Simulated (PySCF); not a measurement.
Compound: C4H9N3Si.
SMILES with atom numbers: `[CH3:1][CH2:2][c:3]1[cH:4][n:5][n:6]([SiH3:7])[n:8]1`

Probes without a nucleus sit at each ring's centroid and 1 Å off its mean plane on both sides; NICS is minus the shielding there, NICSzz its component along the normal. Level: GIAO PBE0/pcSseg-1 (PySCF, non-relativistic, gas phase) on the GFN2-xTB geometry, one conformer.

Ring bond lengths (Å), with Mayer bond orders in brackets: C3–C4 1.411 (1.28), C4–N5 1.316 (1.55), N5–N6 1.324 (1.20), N6–N8 1.325 (1.19), N8–C3 1.321 (1.49).

Give the NICS values of each ring in ppm.

| ring | type | NICS(0) | NICS(1), two faces | NICS(1)zz, two faces | rms pucker (Å) | centre to ring atoms, mean (Å) |
| --- | --- | --- | --- | --- | --- | --- |
| C3–C4–N5–N6–N8 | 5-membered ring with 3 N; formal bonds all aromatic | -12.8 | -13.3 / -13.5 | -32.9 / -34.0 | 0.00 | 1.14 |

What do they say, and how far can they be read as aromaticity?

- C3–C4–N5–N6–N8: mean NICS(1)zz -33.5 ppm, shielded. The ring is flat and has no four-coordinate atom; by the NICS criterion it is aromatic.

What does the geometric index give? Use HOMA with the parameters of Krygowski (1993).

- C3–C4–N5–N6–N8: HOMA 0.95; the largest term is that of C3–C4, α(R − Ropt)² = 0.13. The geometric and the magnetic index point the same way.

What is the mean of the two in-plane components of NICS at the second NICS(1) probe listed for ring C3–C4–N5–N6–N8, 1 Å off the ring?

The isotropic value is a third of the trace: (3 × -13.5 − (-34.0))/2 = -3.2 ppm.

Give the inner angles of the rings and the Hirshfeld charges of the ring atoms.

- C3–C4–N5–N6–N8: C3 107.1° (+0.030 e), C4 108.3° (-0.034 e), N5 105.4° (-0.137 e), N6 113.3° (-0.012 e), N8 105.8° (-0.137 e); sum 540.0° against 540° for a flat convex ring.

The values belong to the conformer `[CH3:1][CH2:2][c:3]1[cH:4][n:5][n:6]([SiH3:7])[n:8]1`: C1–C2–C3–C4 86°.
